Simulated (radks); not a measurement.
Ionisation ladder of arsenic, from As22+ to As32+. Each ion is in the ground configuration listed by NIST, and IE = E(next ion) - E(this ion), with E = 0 for the bare nucleus. Calculated with a radial shooting solver on a logarithmic mesh with Libxc functionals: Dirac Kohn-Sham, BLYP, spin-unpolarised, spherical densities, finite nucleus; open shells fill j = l - 1/2 first; Fermi nuclear charge, rms radius 4.0968 fm.

| species | configuration | E (hartree) | IE, Delta-SCF (eV) | -e(HOMO) (eV) | HOMO | <r> HOMO (bohr) | IE, NIST (eV) | kind | error (eV) |
|---|---|---|---|---|---|---|---|---|---|
| As22+ | [Ne] 3s1 | -1963.83667 | 958.00 | 935.99 | 3s1/2 | 0.493 | 956.79 | semi-emp. | +1.2 |
| As23+ | [Ne] | -1928.63080 | 2358.9 | 2293.4 | 2p3/2 | 0.174 | 2357 | semi-emp. | +2.0 |
| As24+ | [He] 2s2 2p5 | -1841.94375 | 2491.4 | 2424.8 | 2p3/2 | 0.172 | 2486 | semi-emp. | +5.4 |
| As25+ | [He] 2s2 2p4 | -1750.38508 | 2626.3 | 2558.5 | 2p3/2 | 0.169 | 2626 | semi-emp. | +0.3 |
| As26+ | [He] 2s2 2p3 | -1653.86981 | 2763.3 | 2694.5 | 2p3/2 | 0.167 | 2766 | semi-emp. | -2.7 |
| As27+ | [He] 2s2 2p2 | -1552.32106 | 2946.6 | 2875.6 | 2p1/2 | 0.162 | 2938 | semi-emp. | +8.6 |
| As28+ | [He] 2s2 2p1 | -1444.03479 | 3089.3 | 3017.8 | 2p1/2 | 0.160 | 3088 | semi-emp. | +1.2 |
| As29+ | [He] 2s2 | -1330.50654 | 3294.4 | 3235.4 | 2s1/2 | 0.187 | 3287 | semi-emp. | +7.4 |
| As30+ | [He] 2s1 | -1209.43864 | 3407.9 | 3352.8 | 2s1/2 | 0.185 | 3411.6 | theory | -3.8 |
| As31+ | [He] | -1084.20132 | 14513.5 | 14260.2 | 1s1/2 | 0.0451 | 14447.7 | theory | +65.8 |
| As32+ | 1s1 | -550.84002 | 14989.1 | 14763.4 | 1s1/2 | 0.0447 | 15028.9 | theory | -39.8 |

Reference values: NIST Atomic Spectra Database (exp. = measured, semi-emp. = semi-empirical, theory = theoretical value adopted there). The ionisation energy per charge of the ion left behind rises most, in proportion, at As31+ ([He]), from 109.93 to 453.55 eV. Against the entries that are not theoretical the mean signed error is +0.1 % and the largest +0.3 %. Spin polarisation and multiplet splitting are left out, so open shells lie too high by an amount that depends on their filling.

Beside tabulated values, note that spin-unpolarised runs miss the spin-polarisation part of the exchange energy of open shells.
